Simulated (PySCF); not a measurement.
Species: C₆H₇N₂PS.
SMILES with atom numbers: `[N:1]#[C:2][CH2:3][P:4]([NH2:5])[c:6]1[cH:7][cH:8][s:9][cH:10]1` (hydrogens: H11, H12 on C3; H13, H14 on N5; H15 on C7; H16 on C8; H17 on C10)

Method: BHandHLYP/6-31G* geometry optimisation, gas phase in PySCF 2.14.0; density fitting, grid level 1; the optimiser is geomeTRIC in internal coordinates, started from a GFN2-xTB structure.

At the end of the run (lengths in Å): P4–N5 1.708, C2–C3 1.453, C3–P4 1.874, N5–H14 1.004, C6–C7 1.434, N5–H13 1.007, P4–C6 1.823, N5–P4–C6 105.3°, C3–P4–C6 99.3°, C2–C3–P4 112.3°, N1–C2–C3 178.7°, C2–C3–P4–N5 -175°, C3–P4–C6–C7 -56°, H13–N5–P4–C3 72°, H11–C3–P4–N5 65°.

Question: These geometries were met on the way; a selection of coordinates is given. Order them by energy above the end point, lowest first.
A. P4–N5 1.724, C2–C3 1.429, C3–P4 1.889, N5–H14 1.017, C6–C7 1.421, N5–H13 1.016, P4–C6 1.820, N5–P4–C6 97.3°, C3–P4–C6 96.1°, C2–C3–P4 109.4°, N1–C2–C3 178.4°, C2–C3–P4–N5 -159°, C3–P4–C6–C7 -74°, H13–N5–P4–C3 164°, H11–C3–P4–N5 81°
B. P4–N5 1.750, C2–C3 1.453, C3–P4 1.880, N5–H14 1.009, C6–C7 1.433, N5–H13 1.009, P4–C6 1.814, N5–P4–C6 97.8°, C3–P4–C6 99.8°, C2–C3–P4 111.6°, N1–C2–C3 178.4°, C2–C3–P4–N5 -174°, C3–P4–C6–C7 -62°, H13–N5–P4–C3 154°, H11–C3–P4–N5 66°
C. P4–N5 1.708, C2–C3 1.453, C3–P4 1.876, N5–H14 1.004, C6–C7 1.434, N5–H13 1.007, P4–C6 1.822, N5–P4–C6 105.3°, C3–P4–C6 99.4°, C2–C3–P4 112.1°, N1–C2–C3 177.3°, C2–C3–P4–N5 177°, C3–P4–C6–C7 -56°, H13–N5–P4–C3 71°, H11–C3–P4–N5 56°
D. P4–N5 1.725, C2–C3 1.452, C3–P4 1.882, N5–H14 1.005, C6–C7 1.436, N5–H13 1.006, P4–C6 1.822, N5–P4–C6 102.4°, C3–P4–C6 99.6°, C2–C3–P4 112.7°, N1–C2–C3 176.5°, C2–C3–P4–N5 172°, C3–P4–C6–C7 -54°, H13–N5–P4–C3 89°, H11–C3–P4–N5 52°

Answer: C (0.009 eV), D (0.042 eV), B (0.126 eV), A (0.217 eV).

```json
{"step": "13", "E above end (eV)": "0.009", "rms distance from the end, all atoms (Å)": "0.091", "largest force (eV/Å)": "0.127", "rms shift of all bonds from the end (Å)": "0.001"}
{"step": "10", "E above end (eV)": "0.042", "rms distance from the end, all atoms (Å)": "0.190", "largest force (eV/Å)": "0.288", "rms shift of all bonds from the end (Å)": "0.005"}
{"step": "5", "E above end (eV)": "0.126", "rms distance from the end, all atoms (Å)": "0.384", "largest force (eV/Å)": "0.078", "rms shift of all bonds from the end (Å)": "0.010"}
{"step": "0", "E above end (eV)": "0.217", "rms distance from the end, all atoms (Å)": "0.486", "largest force (eV/Å)": "0.939", "rms shift of all bonds from the end (Å)": "0.010"}
```

Rows stand in the order of the answer.
